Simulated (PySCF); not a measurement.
Cadmium: a sound run and one with changed settings

Sound run: Cd [Kr] 4d10 5s2, Cd⁺ [Kr] 4d10 5s1. Calculation: PySCF 2.14, in def2-SVP with the def2 core potential (28 electrons) (5s3p2d1f, 31 functions); a scalar-relativistic core potential. In the sound run the correlated levels freeze 4s2 4p6 outside the core potential. The sound run starts from symmetry-adapted Hartree-Fock orbitals and uses a fine grid where one is needed.

Changed run: initial guess atom, at most 5 SCF cycles. This setting is unsound on purpose.

```
species   method  sound run (hartree)  changed run (hartree)  converged
     Cd      UHF           -166.84661             -166.84661        yes
     Cd      LDA           -167.45527             -167.45527        yes
     Cd     BP86           -167.85486             -167.85486        yes
     Cd      MP2           -167.12342             -167.12342        yes
     Cd  CCSD(T)           -167.12243             -167.12243        yes
    Cd⁺      UHF           -166.57699             -166.57699         no
    Cd⁺      LDA           -167.10690             -167.10690         no
    Cd⁺     BP86           -167.51480             -167.51480         no
```

The SCF was stopped early; the energies are upper bounds that still move, and correlated levels were skipped or rest on poor orbitals.
